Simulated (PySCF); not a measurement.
CH₈O₃Si₂, SMILES [SiH2](O)[Si](O)(C)O. Atoms are numbered in the order given.

```xyz
14

C      2.2237     0.4598     0.8257
Si     0.5701    -0.2928     0.3759
O     -0.4399    -0.0781     1.6942
O      0.7430    -1.9019    -0.0639
Si    -0.6960     0.6842    -1.3338
O     -2.1814     0.6486    -0.5125
H      2.1219     1.5396     1.0200
H      2.9639     0.3162     0.0223
H      2.6211    -0.0063     1.7439
H     -1.3649     0.0326     1.4071
H      1.1589    -2.4780     0.5945
H     -0.7749    -0.0611    -2.6247
H     -0.3147     2.0906    -1.6739
H     -2.9639     0.9781    -0.9762
```
Charge 0, spin multiplicity 1.

The structure is a stationary point at TPSSh-D3(BJ)/def2-SVP. This is a generated structure with no PubChem entry under its InChIKey; it may be hypothetical. One conformer was computed; it need not be the lowest.

Calculation: PBE/pcSseg-1 run with PySCF.

GIAO shieldings, no solvent; atoms listed in one row are averaged. δ = σ(ref) − σ: ¹³C against TMS (σ = 182.0 ppm); ²⁹Si against TMS (σ = 335.4 ppm); ¹⁷O against H2O (σ = 334.3 ppm); ¹H against TMS (σ = 31.49 ppm), references at their B3LYP-D3(BJ)/def2-TZVP geometries, non-relativistic.

| nucleus | atoms | count | δ (ppm) |
|---|---|---|---|
| ¹³C | C1 | 1 | 4.2 |
| ²⁹Si | Si2 | 1 | 5.5 |
| ²⁹Si | Si5 | 1 | -25.7 |
| ¹⁷O | O3 | 1 | 91.5 |
| ¹⁷O | O4 | 1 | 87.7 |
| ¹⁷O | O6 | 1 | -3.1 |
| ¹H | H12 | 1 | 5.60 |
| ¹H | H13 | 1 | 5.45 |
| ¹H | H10 | 1 | 4.57 |
| ¹H | H11 | 1 | 2.08 |
| ¹H | H7, H8, H9 | 3 | 0.58 |
| ¹H | H14 | 1 | 0.53 |
